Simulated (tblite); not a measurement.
Compound: C8H9F3.
Numbering: `[CH2:1]=[CH:2][C@@H:3]1[CH2:4][C:5](=[CH2:6])[C@@H:7]1[C:8]([F:9])([F:10])[F:11]` (hydrogens: H12, H13 on C1; H14 on C2; H15 on C3; H16, H17 on C4; H18, H19 on C6; H20 on C7)

Computed with GFN2-xTB (tblite), gas phase: L-BFGS steps from a force-field or distance-geometry start until the largest atomic force falls under 0.01 eV/Å.

Step 31: E = -975.8138 eV
```
atom  x, y, z in Å  |  force x, y, z in eV/Å
C1      2.8369    0.8205    0.0525   -0.028   0.019   0.029
C2      1.7223    0.5543   -0.6033   -0.008   0.020  -0.026
C3      0.7712   -0.5236   -0.2057    0.004  -0.013   0.007
C4     -0.3028   -0.9877   -1.2134   -0.019  -0.021  -0.004
C5     -1.3129   -0.9285   -0.1004   -0.011   0.039  -0.019
C6     -2.5076   -1.4296    0.1233   -0.038   0.022  -0.014
C7     -0.3724   -0.1317    0.7765   -0.030  -0.019   0.008
C8     -0.7118    1.3435    0.7759   -0.019   0.017  -0.021
F9      0.2189    2.0853    1.3997   -0.053   0.022   0.050
F10    -1.8752    1.5792    1.4088    0.031   0.006   0.070
F11    -0.8522    1.8674   -0.4485   -0.007   0.018  -0.043
H12     3.4813    1.6361   -0.2273    0.004  -0.056  -0.011
H13     3.1316    0.2460    0.9162    0.037   0.010  -0.021
H14     1.4261    1.1495   -1.4546    0.016   0.044  -0.039
H15     1.3140   -1.3714    0.2140    0.030  -0.021   0.004
H16    -0.5009   -0.2395   -1.9812    0.012   0.007  -0.004
H17    -0.1538   -1.9503   -1.6951    0.017  -0.059   0.033
H18    -3.0170   -1.2689    1.0589    0.002   0.013  -0.019
H19    -3.0297   -2.0078   -0.6198    0.038  -0.010  -0.005
H20    -0.2713   -0.4319    1.8202    0.022  -0.036   0.022
```

Step 32: E = -975.8150 eV
```
atom  x, y, z in Å  |  force x, y, z in eV/Å
C1      2.8360    0.8205    0.0502   -0.015   0.020   0.034
C2      1.7204    0.5544   -0.6049    0.022   0.039  -0.025
C3      0.7722   -0.5256   -0.2048    0.032   0.001  -0.015
C4     -0.3006   -0.9928   -1.2118   -0.038  -0.014  -0.007
C5     -1.3117   -0.9287   -0.1004   -0.013   0.044  -0.011
C6     -2.5085   -1.4252    0.1208   -0.052  -0.001  -0.013
C7     -0.3715   -0.1314    0.7757   -0.027  -0.017   0.006
C8     -0.7124    1.3432    0.7772   -0.022   0.035  -0.009
F9      0.2153    2.0856    1.4035   -0.011   0.028   0.051
F10    -1.8741    1.5764    1.4138    0.001  -0.005   0.061
F11    -0.8547    1.8715   -0.4449   -0.009   0.007  -0.051
H12     3.4788    1.6400   -0.2259   -0.018  -0.089  -0.009
H13     3.1346    0.2409    0.9106    0.020   0.038  -0.047
H14     1.4232    1.1512   -1.4558    0.013   0.029  -0.009
H15     1.3202   -1.3696    0.2165    0.009  -0.021   0.005
H16    -0.4983   -0.2457   -1.9810    0.017   0.006  -0.007
H17    -0.1556   -1.9567   -1.6920    0.032  -0.059   0.038
H18    -3.0214   -1.2629    1.0545    0.008   0.014  -0.030
H19    -3.0268   -2.0055   -0.6237    0.030  -0.004   0.004
H20    -0.2702   -0.4291    1.8196    0.021  -0.052   0.035
```

Step 33: E = -975.8162 eV
```
atom  x, y, z in Å  |  force x, y, z in eV/Å
C1      2.8344    0.8209    0.0485   -0.003   0.015   0.023
C2      1.7184    0.5551   -0.6067    0.035   0.040  -0.018
C3      0.7735   -0.5275   -0.2041    0.040   0.014  -0.032
C4     -0.2989   -0.9982   -1.2105   -0.039  -0.003  -0.006
C5     -1.3112   -0.9283   -0.1007   -0.014   0.037  -0.002
C6     -2.5102   -1.4204    0.1179   -0.041  -0.015  -0.012
C7     -0.3710   -0.1313    0.7752   -0.010  -0.004   0.002
C8     -0.7133    1.3436    0.7783   -0.016   0.037   0.014
F9      0.2113    2.0865    1.4081    0.026   0.029   0.035
F10    -1.8728    1.5739    1.4198   -0.027  -0.014   0.034
F11    -0.8571    1.8752   -0.4424   -0.013  -0.007  -0.030
H12     3.4761    1.6425   -0.2252   -0.023  -0.095  -0.010
H13     3.1384    0.2364    0.9045    0.001   0.054  -0.056
H14     1.4205    1.1538   -1.4571    0.010   0.011   0.023
H15     1.3266   -1.3683    0.2186   -0.017  -0.008   0.001
H16    -0.4952   -0.2517   -1.9810    0.020  -0.005  -0.010
H17    -0.1566   -1.9642   -1.6882    0.038  -0.043   0.046
H18    -3.0256   -1.2565    1.0498    0.005   0.017  -0.033
H19    -3.0238   -2.0032   -0.6277    0.014  -0.002   0.005
H20    -0.2686   -0.4277    1.8197    0.013  -0.057   0.028
```

Task: Estimate the geometry and energy of step 34. (The exact step hangs on the optimiser's Hessian estimate; all steps are aligned on step 33, rigid shifts and turns removed.)

Result: E = -975.8172 eV, largest force 0.072 eV/Å
```
atom  x, y, z in Å  |  force x, y, z in eV/Å
C1      2.8327    0.8220    0.0474    0.003   0.006   0.001
C2      1.7166    0.5566   -0.6077    0.026   0.021  -0.009
C3      0.7753   -0.5294   -0.2038    0.023   0.023  -0.033
C4     -0.2975   -1.0036   -1.2092   -0.022   0.007  -0.002
C5     -1.3110   -0.9278   -0.1010   -0.013   0.022   0.005
C6     -2.5126   -1.4154    0.1148   -0.011  -0.016  -0.011
C7     -0.3705   -0.1320    0.7753    0.009   0.012   0.000
C8     -0.7139    1.3437    0.7793   -0.003   0.022   0.035
F9      0.2086    2.0872    1.4122    0.039   0.023   0.009
F10    -1.8718    1.5716    1.4249   -0.039  -0.018   0.004
F11    -0.8586    1.8767   -0.4412   -0.016  -0.018   0.009
H12     3.4722    1.6447   -0.2253   -0.006  -0.070  -0.016
H13     3.1432    0.2334    0.8977   -0.011   0.050  -0.042
H14     1.4163    1.1579   -1.4560    0.008   0.001   0.040
H15     1.3323   -1.3678    0.2203   -0.036   0.010  -0.006
H16    -0.4917   -0.2578   -1.9812    0.020  -0.019  -0.014
H17    -0.1556   -1.9719   -1.6837    0.034  -0.018   0.054
H18    -3.0296   -1.2491    1.0451   -0.004   0.018  -0.029
H19    -3.0227   -1.9997   -0.6314   -0.004  -0.004  -0.001
H20    -0.2668   -0.4286    1.8204    0.003  -0.051   0.005
```

The energy changes by -0.0010 eV. The first-order estimate −F·Δx gives -0.0014 eV and the mean of the old and new forces, exact on a quadratic surface, -0.0010 eV. The step makes an angle of 75° with the force vector and moves no atom by more than 0.010 Å.

What follows is the cost of the whole relaxation. Hardware: AMD EPYC 9R45, 2 threads, shared host with 96 logical CPUs at a one-minute load of 22. Cost: 0.42 s wall, 0.83 s CPU.
